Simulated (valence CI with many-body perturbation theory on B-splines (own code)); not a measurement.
## Hg⁷⁺: calculated level list

Calculated by relativistic CI+MBPT: five valence electrons over a frozen Dirac-Fock core [Xe] 4f14, radial functions for each j: 7 s, 7 p, 8 d, 6 f, 4 g, 1 h, with the one-electron correlation potential Σ1 (screened to all orders), the two-electron term Σ2, the three-electron term Σ3, Breit, model QED; selected single and double excitations, second order for the rest, scaled by the run's own slope (own B-spline code, finite nucleus).

No measured levels were compared; by estimate terms of the open shell hold to 2 to 4 % of their energy, and close levels can change places; different configurations can be misplaced against each other by 1,000 to 8,000 cm⁻¹. Among the levels kept, up to 1200 cm⁻¹ of a level comes from second order outside the variational space, and about a tenth of that is noise between levels of different J, which matters for small intervals. The list stops below the first excitations out of the core.

Levels 46 to 90 of 138, with energies above the lowest level, (5d3/2^3 5d5/2^2) J=5/2 [a]. "Leading %" is the weight of the configuration and term that name the level; weights of strongly mixed levels are sums over their largest components and can fall short. In the jj column 3d3/2^4 stands for four electrons in 3d with j = 3/2. Lifetimes count E1, E2, E3, M1 and M2 decay at the calculated energies, and are blank where another channel may lead or the interval is too uncertain; long ones can be off by a factor of two.

| No. | Configuration | Term | J | E (cm⁻¹) | Leading % | Leading jj | g | Lifetime |
| --- | --- | --- | --- | --- | --- | --- | --- | --- |
| 46 | 5d4.6s | 4D | 5/2 | 220760 | 39 | 5d3/2^3 5d5/2 6s (67 %) | 1.048 | 15.4 μs |
| 47 | 5d4.6s | 4H | 9/2 | 223510 | 41 | 5d3/2^2 5d5/2^2 6s (57 %) | 1.147 | 23.7 μs |
| 48 | 5d4.6s | 4P | 1/2 | 224070 | 42 | 5d3/2^2 5d5/2^2 6s (74 %) | 2.116 | 19.0 μs |
| 49 | 5d4.6s | 4G | 7/2 | 229670 | 28 | 5d3/2^2 5d5/2^2 6s (43 %) | 1.165 | 15.2 μs |
| 50 | 5d4.6s | 4D | 5/2 | 230020 | 29 | 5d3/2^2 5d5/2^2 6s (53 %) | 1.130 | 15.6 μs |
| 51 | 5d4.6s | 4H | 11/2 | 230850 | 69 | 5d3/2^2 5d5/2^2 6s (96 %) | 1.163 | 24.2 μs |
| 52 | 5d4.6s | 4H | 7/2 | 230950 | 32 | 5d3/2^2 5d5/2^2 6s (89 %) | 1.069 | 16.4 μs |
| 53 | 5d4.6s | 4F | 3/2 | 231000 | 56 | 5d3/2^2 5d5/2^2 6s (72 %) | 0.736 | 19.6 μs |
| 54 | 5d4.6s | 4G | 5/2 | 232830 | 33 | 5d3/2^2 5d5/2^2 6s (74 %) | 1.018 | 17.6 μs |
| 55 | 5d4.6s | 4P | 3/2 | 234020 | 56 | 5d3/2^2 5d5/2^2 6s (81 %) | 1.525 | 17.5 μs |
| 56 | 5d4.6s | 4H | 13/2 | 234650 | 70 | 5d3/2^2 5d5/2^2 6s (89 %) | 1.186 | 21.6 μs |
| 57 | 5d4.6s | 4H | 9/2 | 236900 | 31 | 5d3/2^2 5d5/2^2 6s (77 %) | 1.047 | 16.4 μs |
| 58 | 5d4.6s | 4D | 1/2 | 239390 | 52 | 5d3/2^2 5d5/2^2 6s (89 %) | 0.495 | 14.5 μs |
| 59 | 5d4.6s | 4D | 5/2 | 239650 | 35 | 5d3/2^2 5d5/2^2 6s (82 %) | 1.286 | 19.8 μs |
| 60 | 5d4.6s | 4G | 9/2 | 240410 | 55 | 5d3/2^2 5d5/2^2 6s (83 %) | 1.133 | 18.6 μs |
| 61 | 5d4.6s | 2I | 11/2 | 241370 | 44 | 5d3/2^2 5d5/2^2 6s (96 %) | 1.036 | 15.6 μs |
| 62 | 5d4.6s | 4D | 7/2 | 241660 | 49 | 5d3/2^2 5d5/2^2 6s (74 %) | 1.299 | 17.2 μs |
| 63 | 5d4.6s | 2G | 7/2 | 243340 | 47 | 5d3/2^2 5d5/2^2 6s (79 %) | 1.003 | 18.1 μs |
| 64 | 5d4.6s | 4D | 3/2 | 245440 | 35 | 5d3/2^2 5d5/2^2 6s (66 %) | 1.059 | 15.7 μs |
| 65 | 5d4.6s | 4F | 9/2 | 246070 | 45 | 5d3/2^2 5d5/2^2 6s (52 %) | 1.202 | 15.1 μs |
| 66 | 5d4.6s | 2F | 5/2 | 247910 | 34 | 5d3/2^2 5d5/2^2 6s (70 %) | 1.143 | 15.8 μs |
| 67 | 5d4.6s | 2G | 7/2 | 250480 | 32 | 5d3/2 5d5/2^3 6s (63 %) | 1.159 | 13.9 μs |
| 68 | 5d4.6s | 2D | 5/2 | 253260 | 30 | 5d3/2^2 5d5/2^2 6s (51 %) | 1.214 | 14.9 μs |
| 69 | 5d4.6s | 4G | 11/2 | 253750 | 61 | 5d3/2 5d5/2^3 6s (95 %) | 1.198 | 19.6 μs |
| 70 | 5d4.6s | 2F | 7/2 | 254870 | 27 | 5d3/2 5d5/2^3 6s (80 %) | 1.099 | 13.8 μs |
| 71 | 5d4.6s | 2D | 3/2 | 255200 | 43 | 5d3/2^2 5d5/2^2 6s (72 %) | 0.844 | 14.8 μs |
| 72 | 5d4.6s | 2F | 5/2 | 256650 | 51 | 5d3/2 5d5/2^3 6s (75 %) | 1.036 | 12.9 μs |
| 73 | 5d4.6s | 4D | 1/2 | 257300 | 67 | 5d3/2 5d5/2^3 6s (90 %) | 0.484 | 14.5 μs |
| 74 | 5d4.6s | 2I | 13/2 | 257650 | 70 | 5d3/2 5d5/2^3 6s (89 %) | 1.121 | 17.1 μs |
| 75 | 5d4.6s | 2D | 3/2 | 260040 | 43 | 5d3/2 5d5/2^3 6s (62 %) | 1.097 | 14.5 μs |
| 76 | 5d4.6s | 2G | 9/2 | 260170 | 52 | 5d3/2 5d5/2^3 6s (48 %) | 1.164 | 13.4 μs |
| 77 | 5d4.6s | 2H | 11/2 | 262360 | 50 | 5d3/2 5d5/2^3 6s (97 %) | 1.021 | 13.6 μs |
| 78 | 5d4.6s | 4P | 5/2 | 263050 | 55 | 5d3/2^2 5d5/2^2 6s (58 %) | 1.419 | 14.6 μs |
| 79 | 5d4.6s | 2G | 9/2 | 263460 | 50 | 5d3/2 5d5/2^3 6s (67 %) | 1.138 | 12.6 μs |
| 80 | 5d4.6s | 2G | 7/2 | 265950 | 38 | 5d3/2^2 5d5/2^2 6s (72 %) | 1.054 | 12.5 μs |
| 81 | 5d4.6s | 2S | 1/2 | 268190 | 56 | 5d3/2 5d5/2^3 6s (81 %) | 1.944 | 13.7 μs |
| 82 | 5d4.6s | 2F | 7/2 | 268860 | 50 | 5d3/2 5d5/2^3 6s (82 %) | 1.181 | 14.0 μs |
| 83 | 5d4.6s | 2P | 3/2 | 269120 | 37 | 5d3/2 5d5/2^3 6s (69 %) | 0.951 | 12.3 μs |
| 84 | 5d4.6s | 4F | 5/2 | 270220 | 40 | 5d3/2 5d5/2^3 6s (55 %) | 1.184 | 14.1 μs |
| 85 | 5d4.6s | 4P | 3/2 | 272000 | 36 | 5d3/2^2 5d5/2^2 6s (58 %) | 1.167 | 13.3 μs |
| 86 | 5d4.6s | 2F | 5/2 | 272410 | 52 | 5d3/2 5d5/2^3 6s (80 %) | 1.028 | 13.5 μs |
| 87 | 5d4.6s | 2G | 9/2 | 281360 | 43 | 5d5/2^4 6s (75 %) | 1.198 | 14.1 μs |
| 88 | 5d4.6s | 4F | 7/2 | 281440 | 50 | 5d3/2 5d5/2^3 6s (84 %) | 1.177 | 14.3 μs |
| 89 | 5d4.6s | 4F | 5/2 | 282010 | 34 | 5d3/2 5d5/2^3 6s (64 %) | 1.123 | 13.6 μs |
| 90 | 5d4.6s | 4P | 3/2 | 282450 | 47 | 5d3/2 5d5/2^3 6s (68 %) | 1.349 | 12.3 μs |

Where two levels of one J and parity lie close, their mixing, g and order are uncertain.
